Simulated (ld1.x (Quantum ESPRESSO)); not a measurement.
## Configuration tests for Eu (Z = 63) (RRKJ)

Eu, norm-conserving RRKJ (Kleinman–Bylander form), made with ld1.x (Quantum ESPRESSO) 7.5 (PBEsol, scalar-relativistic). Core [Kr] 4d10 5s2, reference 4f7 5p6 5d0 6s1 6p0 (charge +1). Waves: 5p (bound): rc 2.20 bohr; 5d (bound, empty): rc 2.55 bohr; 4f (bound): rc 0.85 bohr; 6s (bound): rc 2.50 bohr. Local part: the s channel. Core correction: a·sin(br)/r model core, default radius (core density twice the valence density). rho0 = 0.02.

Energies are relative to the spin-unpolarised reference configuration 4f7 5p6 5d0 6s1 6p0; without spin polarisation the order of configurations can differ from experiment. The frozen-core shift is the all-electron ΔE with the core orbitals held at their reference shape minus the fully relaxed ΔE.

```json
{"valence configuration": "4f7 5p6 5d0 6s2 6p0", "charge": "0", "ΔE all-electron (eV)": "-6.036", "error AE − PS (meV)": "+12", "frozen-core shift (meV)": "-2.3"}
{"valence configuration": "4f7 5p6 5d0 6s0 6p0", "charge": "+2", "ΔE all-electron (eV)": "11.131", "error AE − PS (meV)": "-6.9", "frozen-core shift (meV)": "+5.2"}
{"valence configuration": "4f6 5p6 5d0 6s0 6p0", "charge": "+3", "ΔE all-electron (eV)": "35.572", "error AE − PS (meV)": "-1364", "frozen-core shift (meV)": "+222"}
{"valence configuration": "4f7 5p6 5d1 6s0 6p0", "charge": "+1", "ΔE all-electron (eV)": "1.544", "error AE − PS (meV)": "-19", "frozen-core shift (meV)": "+3.5"}
{"valence configuration": "4f6 5p6 5d1 6s2 6p0", "charge": "0", "ΔE all-electron (eV)": "-2.623", "error AE − PS (meV)": "-656", "frozen-core shift (meV)": "+138"}
{"valence configuration": "4f7 5p6 5d0 6s1.5 6p0", "charge": "+0.5", "ΔE all-electron (eV)": "-3.629", "error AE − PS (meV)": "+4.0", "frozen-core shift (meV)": "-1.4"}
```

(1) What are ΔE and the potential's error for 4f5 5p6 5d0 6s0 6p0?

Levels in the configuration 4f6 5p6 5d0 6s0 6p0:

| level | all-electron (eV) | pseudo (eV) |
| --- | --- | --- |
| 4f | -33.147 | -35.960 |
| 5p | -50.965 | -51.840 |

Answers

(1) ΔE = 78.401 eV all-electron; the error (AE − PS) is -5465 meV.

These tests converged, but a pseudo level misses the all-electron one widely, so the file describes the atom poorly there or has found another state: 4f6 5p6 5d0 6s0 6p0: 4f by 2.8 eV (a node warning on the way); 4f5 5p6 5d0 6s0 6p0: 4f by 5.4 eV. A variational frozen-core shift is positive and of second order in the change. This column holds negative values, so the frozen-core run of ld1.x carries numerical noise or an error of first order here, and the column gives no more than the rough size of the effect.
